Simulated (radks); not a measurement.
The numbers below are computed, except where a source is named.
Initial-state core-level shifts of neutral tin when its valence configuration changes from [Kr] 4d10 5s2 5p2. Code: a radial shooting solver on a logarithmic mesh with Libxc functionals. Model: scalar-relativistic Kohn-Sham, PBE, spin-polarised, spherical densities, finite nucleus; open shells are filled with parallel spins first (spin-orbit coupling, left out, can overturn this in heavy ions); Fermi nuclear charge, rms radius 4.6519 fm. Shifts are changes of the shell-averaged eigenvalues in eV (positive: less bound); the change of the density at the nucleus, which sets a Mossbauer isomer shift, is in e/bohr^3, on a base of 1.966e+05.

| valence | 1s | 2s | 2p | 3p | density at nucleus |
|---|---|---|---|---|---|
| 4d10 5s1 5p3 | -1.137 | -1.112 | -1.109 | -1.139 | -37.95 |
| 4d8 5s2 5p4 | -15.664 | -16.539 | -16.491 | -15.911 | +38.75 |
| 4d9 5s2 5p3 | -7.544 | -7.952 | -7.929 | -7.680 | +18.98 |
| 4d8.5 5s1.5 5p4 | -12.321 | -12.945 | -12.908 | -12.513 | +6.31 |
| 4d8 5s1 5p5 | -17.064 | -17.922 | -17.869 | -17.310 | -8.72 |
| 4d9.5 5s2 5p2.5 | -3.752 | -3.947 | -3.936 | -3.821 | +9.39 |
| 4d10 5p4 | -3.047 | -2.980 | -2.975 | -3.020 | -76.90 |
| 4d7 5s2 5p5 | -23.907 | -25.308 | -25.232 | -24.246 | +59.42 |
| 4d9.5 5s1 5p3.5 | -5.080 | -5.252 | -5.237 | -5.147 | -31.07 |
